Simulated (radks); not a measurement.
Results of a calculation; reference values are marked as such.
Trend from B2+ to Tl2+: ionisation energy by Delta-SCF between NIST ground configurations, and size. Code: a radial shooting solver on a logarithmic mesh with Libxc functionals. Model: non-relativistic Kohn-Sham, PBE, spin-polarised, spherical densities, point nucleus; open shells are filled with parallel spins first (spin-orbit coupling, left out, can overturn this in heavy ions).

| species | configuration | configuration of the ion | IE (eV) | NIST (eV) | kind | outermost | <r> outermost (bohr) | r at 0.001 e/bohr^3 (bohr) |
|---|---|---|---|---|---|---|---|---|
| B2+ | [He] 2s1 | [He] | 38.292 | 37.931 | exp. | 2s | 1.62 | 2.85 |
| Al2+ | [Ne] 3s1 | [Ne] | 28.822 | 28.448 | exp. | 3s | 2.20 | 3.36 |
| Ga2+ | [Ar] 3d10 4s1 | [Ar] 3d10 | 31.089 | 30.726 | exp. | 4s | 2.10 | 3.31 |
| In2+ | [Kr] 4d10 5s1 | [Kr] 4d10 | 27.388 | 28.044 | exp. | 5s | 2.42 | 3.61 |
| Tl2+ | [Xe] 4f14 5d10 6s1 | [Xe] 4f14 5d10 | 26.454 | 29.852 | exp. | 6s | 2.54 | 3.74 |

Reference values: NIST Atomic Spectra Database (exp. = measured, semi-emp. = semi-empirical, theory = theoretical value adopted there). Relativity is left out here, which matters for elements this heavy.
